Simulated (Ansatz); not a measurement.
Stepwise reaction of `[F][Zr]([F])([Br])[Br]` with water, as a gas-phase model of exchange steps in deposition or etching. ΔE in kJ/mol; ΔG adds harmonic PBE0-D4 terms to CCSD(T)/CBS, at 1 bar.

Computed with Ansatz on PBE0-D4/def2-TZVP structures; ΔE is electronic, products minus reactants. CCSD(T)/CBS is the MP2 limit (def2-TZVPP, def2-QZVPP) plus CCSD(T) − MP2 in def2-TZVPP, frozen cores. This one scheme is used for every species. Functionals use def2-TZVPP. B3LYP here is the variant with VWN-RPA as its local correlation; programs differ in this. Elements past krypton have def2 core potentials. For Br, Zr outer-core shells are correlated without core-valence functions, which leaves a few kJ/mol of doubt a bond. Scalar relativity is left out up to krypton. One conformer a species, not always the lowest.

| step | reaction | PBE-D4 | B3LYP-D4 | ωB97M-V | CCSD(T)/CBS | ΔG(400 K) |
| --- | --- | --- | --- | --- | --- | --- |
| 1 | `[F][Zr]([F])([Br])[Br]` + H₂O → `[OH][Zr]([F])([F])[Br]` + HBr | 22.8 | 18.7 | 16.6 | 25.6 | 12.1 |
| 2 | `[OH][Zr]([F])([F])[Br]` + H₂O → `[OH][Zr]([OH])([F])[F]` + HBr | 33.5 | 29.8 | 30.3 | 35.9 | 26.2 |

(1) By hand: ΔE of the 2 steps together at CCSD(T)/CBS.

Answers

(1) (25.6) + (35.9) = 61.5 kJ/mol, or 30.8 kJ/mol a step.

In ΔE each step is higher than the one before. All are uphill at CCSD(T)/CBS. ΔG lies between 12.1 and 26.2 kJ/mol a step. PBE-D4 differs from CCSD(T)/CBS by -2.8 to -2.4 kJ/mol a step. Isolated molecules leave out the surface, adducts and barriers. Largest T1 diagnostic: 0.017.
